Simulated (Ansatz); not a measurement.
Calculated with Ansatz (gas phase, PBE0-D4/def2-TZVP geometries, no zero-point term in ΔE). CBS: MP2 limit from def2 TZ/QZ plus the TZ coupled-cluster correction, frozen cores. Functionals use def2-TZVPP. B3LYP here is the variant with VWN-RPA as its local correlation; programs differ in this. Each species was taken in one conformer, which may not be the lowest.

Consider the redistribution: `[CH3][Al]([F])[NH][SiH3]` + `OBCF` → `[CH3][Al]([F])[CH2]F` + `OBN[SiH3]`.

`[CH3][Al]([F])[NH][SiH3]`:

Cartesian coordinates in Å:
```
C -1.507 0.568 -1.353
Al -0.855 0.871 0.441
F -1.637 1.934 1.439
N 0.566 0.083 1.161
Si 1.661 -1.073 0.501
H -2.532 0.186 -1.333
H -1.531 1.504 -1.920
H -0.889 -0.146 -1.902
H 0.768 0.352 2.117
H 1.664 -2.352 1.265
H 3.064 -0.574 0.475
H 1.229 -1.354 -0.893
```

`OBCF`:

```xyz
8

O    -0.958    0.347   -1.247
B    -0.319   -0.410   -0.327
C     0.605    0.347    0.693
F     1.215   -0.512    1.599
H    -1.510   -0.161   -1.847
H    -0.457   -1.603   -0.298
H     0.031    1.091    1.261
H     1.393    0.901    0.166
```

`[CH3][Al]([F])[CH2]F`:

Cartesian coordinates in Å:
```
C 0.899 1.290 -0.771
Al 0.520 -0.190 0.416
F 1.676 -0.720 1.477
C -1.190 -1.176 0.512
F -2.093 -0.645 -0.420
H 1.926 1.257 -1.143
H 0.217 1.301 -1.624
H 0.780 2.243 -0.245
H -1.658 -1.116 1.502
H -1.076 -2.245 0.295
```

`OBN[SiH3]`:

```xyz
10

O    -1.179   -0.876   -1.047
B    -1.124   -0.640    0.300
N    -0.026    0.102    0.781
Si    1.269    0.746   -0.189
H    -1.945   -1.384   -1.314
H    -1.976   -1.050    1.042
H     0.010    0.273    1.772
H     0.770    1.719   -1.193
H     2.008   -0.329   -0.898
H     2.194    1.440    0.745
```

(1) Is it downhill or uphill in electronic energy at CCSD(T)/CBS, and by how much? (An estimate is asked.)

(2) What do these levels give: B3LYP-D4, ωB97M-V, B2PLYP, PBE, PBE0, HF/def2-TZVPP, SCS-MP2/def2-TZVPP, CCSD/def2-TZVPP, HF/def2-QZVPP, MP2/def2-QZVPP, SCS-MP2/def2-QZVPP, CCSD/CBS(def2)? (Best estimate.)

Largest T1 diagnostic among the species: 0.012.

## Answers

(1) Computed: Uphill: ΔE = +9.0 kJ/mol.

(2) The calculation gave: B3LYP-D4 4.8, ωB97M-V 5.7, B2PLYP 7.3, PBE 0.4, PBE0 4.0, HF/def2-TZVPP 12.5, SCS-MP2/def2-TZVPP 11.5, CCSD/def2-TZVPP 11.4, HF/def2-QZVPP 12.8, MP2/def2-QZVPP 10.2, SCS-MP2/def2-QZVPP 10.8, CCSD/CBS(def2) 9.7 kJ/mol.

From PBE to PBE0 (25 % exact exchange), in def2-TZVPP and without D4, ΔE moves by +3.6 kJ/mol.
